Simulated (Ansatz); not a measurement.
Frontier orbitals of H₈N₂Si₂Sn (`[NH2][Sn][N]([SiH3])[SiH3]`).

```xyz
13

N    -2.642    0.326    0.395
Sn   -1.450   -1.205    0.936
N     0.293   -0.397    0.133
Si    1.720   -1.366    0.197
Si    0.390    1.190   -0.538
H    -2.410    1.123   -0.178
H    -3.622    0.331    0.634
H     2.817   -0.712    0.966
H     2.254   -1.682   -1.157
H     1.373   -2.649    0.874
H     0.161    2.247    0.485
H    -0.624    1.397   -1.612
H     1.740    1.397   -1.133
```

Charge 0, multiplicity 1. Correlated methods include outer-core shells of Sn, which these sets cover unevenly. Sn: def2 effective core potential. The structure was optimised at the PBE0-D4/def2-TZVP level. It is one conformer, not always the lowest. Basis def2-TZVPP, Ansatz 0.2.0.

```tsv
functional	HOMO (eV)	LUMO (eV)	gap (eV)
PBE	-5.96	-2.48	3.48
r2SCAN	-6.25	-2.41	3.84
B97M-V	-6.31	-2.49	3.82
PBE0	-7.19	-1.81	5.38
B3LYP	-6.96	-2.03	4.93
r2SCANh	-6.71	-2.16	4.55
r2SCAN0	-7.39	-1.78	5.61
ωB97X-V	-9.43	0.02	9.45
ωB97M-V	-9.38	-0.15	9.23
```

Against PBE, PBE0 changes HOMO and LUMO by −1.22 and +0.66 eV, ωB97M-V by −3.42 and +2.33 eV. A gap of 3.49 eV thus becomes 9.23 eV for the same molecule, so an orbital gap means little without its functional.

B3LYP here is the variant with VWN-RPA as its local correlation; programs differ in this.
